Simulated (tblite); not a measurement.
Record of a relaxation.

Species: C5H11BSi.
Atom-mapped SMILES: `[BH2:1][C@:2]1([C:3](=[CH2:4])[CH3:5])[CH2:6][SiH2:7]1` (hydrogens: H8, H9 on B1; H10, H11 on C4; H12, H13, H14 on C5; H15, H16 on C6; H17, H18 on Si7)

Computed with GFN2-xTB (tblite), gas phase: L-BFGS steps from a force-field or distance-geometry start until the largest atomic force falls under 0.01 eV/Å. 6 of its 151 geometries are shown.

Step 0: E = -521.5291 eV, largest atomic force 1.426 eV/Å
```
atom  x, y, z in Å  |  force x, y, z in eV/Å
B1     -1.074    1.736    0.010    0.940  -0.073  -0.020
C2     -0.559    0.248   -0.141    0.966   0.576   0.876
C3      0.953    0.025   -0.123   -0.299   0.676  -1.073
C4      1.633    0.076   -1.285   -0.523  -0.173   1.026
C5      1.687   -0.118    1.181    0.054   0.063   0.195
C6     -1.355   -0.664   -1.012   -0.758  -0.691  -0.547
Si7    -1.571   -1.034    0.826   -0.367  -0.562   0.073
H8     -1.174    2.423   -0.946   -0.333  -0.266   0.164
H9     -1.137    2.235    1.081   -0.010  -0.095  -0.248
H10     2.710   -0.049   -1.276   -0.238   0.012  -0.187
H11     1.126    0.221   -2.227    0.188  -0.048   0.125
H12     2.461    0.670    1.258   -0.313  -0.519   0.014
H13     2.169   -1.113    1.227   -0.151   0.531   0.042
H14     1.006   -0.017    2.038    0.221  -0.050  -0.291
H15    -2.257   -0.213   -1.480    1.051  -0.519  -0.195
H16    -0.782   -1.452   -1.532   -0.577   0.835  -0.284
H17    -2.931   -0.651    1.241    0.420  -0.171   0.174
H18    -0.913   -2.318    1.147   -0.271   0.474   0.156
```

Step 30: E = -522.1913 eV, largest atomic force 0.201 eV/Å
```
atom  x, y, z in Å  |  force x, y, z in eV/Å
B1     -0.939    1.693    0.096   -0.018  -0.030  -0.180
C2     -0.539    0.239   -0.160   -0.079   0.036  -0.028
C3      0.938    0.041   -0.108   -0.145  -0.035  -0.134
C4      1.617    0.019   -1.248    0.051  -0.021   0.013
C5      1.594   -0.039    1.242   -0.022  -0.019  -0.042
C6     -1.343   -0.670   -1.118    0.013   0.074  -0.081
Si7    -1.649   -1.126    0.659    0.115   0.051   0.086
H8     -1.884    2.162   -0.418   -0.090  -0.065   0.138
H9     -0.218    2.381    0.713   -0.071   0.013   0.074
H10     2.685   -0.075   -1.288    0.138  -0.020   0.050
H11     1.116    0.125   -2.195    0.019  -0.059  -0.007
H12     2.408    0.678    1.344   -0.009   0.015  -0.107
H13     2.015   -1.032    1.390   -0.017  -0.044   0.041
H14     0.867    0.157    2.026    0.005  -0.021   0.025
H15    -2.139   -0.204   -1.684    0.054   0.147   0.005
H16    -0.759   -1.330   -1.745    0.070   0.020   0.034
H17    -2.874   -0.738    1.336    0.022  -0.024   0.014
H18    -0.905   -2.274    1.148   -0.037  -0.019   0.100
```

Step 60: E = -522.2772 eV, largest atomic force 0.084 eV/Å
```
atom  x, y, z in Å  |  force x, y, z in eV/Å
B1     -1.048    1.656    0.176    0.008   0.075   0.019
C2     -0.498    0.298   -0.231   -0.028   0.017   0.038
C3      0.961    0.053   -0.166   -0.012  -0.018   0.001
C4      1.690   -0.088   -1.266    0.000  -0.014   0.015
C5      1.599   -0.011    1.198    0.005  -0.012  -0.036
C6     -1.317   -0.610   -1.161    0.000   0.024  -0.021
Si7    -1.613   -1.050    0.629   -0.012  -0.018  -0.013
H8     -2.137    1.967   -0.137    0.042  -0.019   0.021
H9     -0.394    2.402    0.802   -0.012  -0.022   0.011
H10     2.755   -0.246   -1.218    0.002   0.012  -0.032
H11     1.256   -0.030   -2.250    0.024  -0.019   0.019
H12     2.468    0.643    1.249   -0.029  -0.003   0.018
H13     1.940   -1.028    1.391   -0.006   0.014   0.035
H14     0.893    0.270    1.978    0.043   0.037  -0.062
H15    -2.099   -0.110   -1.715   -0.038  -0.004  -0.027
H16    -0.741   -1.272   -1.793    0.029  -0.020   0.012
H17    -2.836   -0.663    1.307   -0.026  -0.010   0.001
H18    -0.887   -2.174    1.196    0.009  -0.020   0.002
```

Step 90: E = -522.2961 eV, largest atomic force 0.064 eV/Å
```
atom  x, y, z in Å  |  force x, y, z in eV/Å
B1     -1.055    1.619    0.283    0.001  -0.061  -0.019
C2     -0.498    0.296   -0.225    0.022   0.003   0.015
C3      0.963    0.050   -0.170   -0.009  -0.039  -0.014
C4      1.684   -0.184   -1.261   -0.001  -0.009  -0.004
C5      1.623    0.103    1.182   -0.020  -0.005   0.002
C6     -1.315   -0.567   -1.201    0.039   0.039   0.003
Si7    -1.621   -1.097    0.563   -0.002   0.010  -0.008
H8     -2.142    1.946   -0.007   -0.023   0.008  -0.013
H9     -0.416    2.312    0.978    0.008   0.037   0.001
H10     2.751   -0.327   -1.211   -0.013   0.004   0.002
H11     1.252   -0.222   -2.246   -0.005   0.012   0.017
H12     2.589    0.599    1.117   -0.009  -0.020   0.028
H13     1.788   -0.908    1.559   -0.007   0.004  -0.032
H14     1.000    0.629    1.900    0.007   0.030  -0.018
H15    -2.098   -0.046   -1.740    0.019  -0.016   0.018
H16    -0.734   -1.204   -1.856   -0.013   0.011   0.014
H17    -2.870   -0.752    1.216   -0.018  -0.002   0.029
H18    -0.910   -2.243    1.106    0.020  -0.007  -0.020
```

Step 120: E = -522.3080 eV, largest atomic force 0.044 eV/Å
```
atom  x, y, z in Å  |  force x, y, z in eV/Å
B1     -1.077    1.626    0.293    0.003   0.002  -0.010
C2     -0.503    0.308   -0.208    0.001  -0.011  -0.003
C3      0.958    0.061   -0.161   -0.004  -0.007   0.000
C4      1.677   -0.207   -1.244   -0.009  -0.013  -0.016
C5      1.608    0.132    1.191   -0.002   0.009   0.008
C6     -1.318   -0.534   -1.207    0.004  -0.004  -0.001
Si7    -1.574   -1.150    0.535    0.003   0.013   0.009
H8     -2.180    1.921    0.022    0.005  -0.013  -0.001
H9     -0.440    2.364    0.943    0.000  -0.001   0.008
H10     2.740   -0.372   -1.188   -0.008   0.024  -0.024
H11     1.240   -0.257   -2.226    0.032   0.006  -0.029
H12     2.672    0.337    1.098   -0.007  -0.018   0.020
H13     1.484   -0.818    1.713   -0.006   0.019   0.007
H14     1.147    0.909    1.795    0.014  -0.004   0.013
H15    -2.118   -0.012   -1.715    0.007   0.015   0.022
H16    -0.734   -1.131   -1.894   -0.012  -0.018  -0.001
H17    -2.781   -0.855    1.285   -0.014  -0.015  -0.011
H18    -0.811   -2.316    0.956   -0.008   0.016   0.010
```

Step 150: E = -522.3167 eV, largest atomic force 0.009 eV/Å
```
atom  x, y, z in Å  |  force x, y, z in eV/Å
B1     -1.092    1.597    0.308    0.001   0.002   0.000
C2     -0.499    0.294   -0.205    0.000  -0.002  -0.003
C3      0.965    0.065   -0.165    0.001   0.003   0.001
C4      1.680   -0.151   -1.263    0.000   0.000   0.001
C5      1.619    0.125    1.185   -0.001  -0.002  -0.004
C6     -1.304   -0.556   -1.203   -0.002  -0.006   0.001
Si7    -1.579   -1.156    0.542    0.001   0.002   0.006
H8     -2.195    1.884    0.029    0.005  -0.007   0.001
H9     -0.472    2.328    0.983    0.004   0.004   0.007
H10     2.748   -0.287   -1.227    0.000  -0.002   0.005
H11     1.237   -0.174   -2.244    0.004   0.006  -0.003
H12     2.699    0.038    1.099   -0.004  -0.002  -0.001
H13     1.252   -0.682    1.820    0.002   0.004   0.000
H14     1.381    1.065    1.679   -0.005   0.004  -0.001
H15    -2.102   -0.037   -1.716    0.000   0.000  -0.006
H16    -0.716   -1.159   -1.881   -0.005  -0.004  -0.007
H17    -2.818   -0.880    1.246    0.003   0.001   0.004
H18    -0.814   -2.305    1.002   -0.005  -0.002  -0.003
```

Q: Summarise the path.

A: The energy falls by 76.00 kJ/mol from step 0 to step 150; nine tenths of that is first reached at step 38. It rises by more than 0.2 meV at step 32. The largest force goes from 1.426 to 0.009 eV/Å. Among the bonds B1–C2 changes most, from 1.582 to 1.521 Å; the atoms move by 0.627 Å rms after alignment.

What follows is the cost of the whole relaxation. On one thread of an Arm Neoverse N1, no GPU, shared host with 64 logical CPUs at a one-minute load of 63, this took 1.8 s.
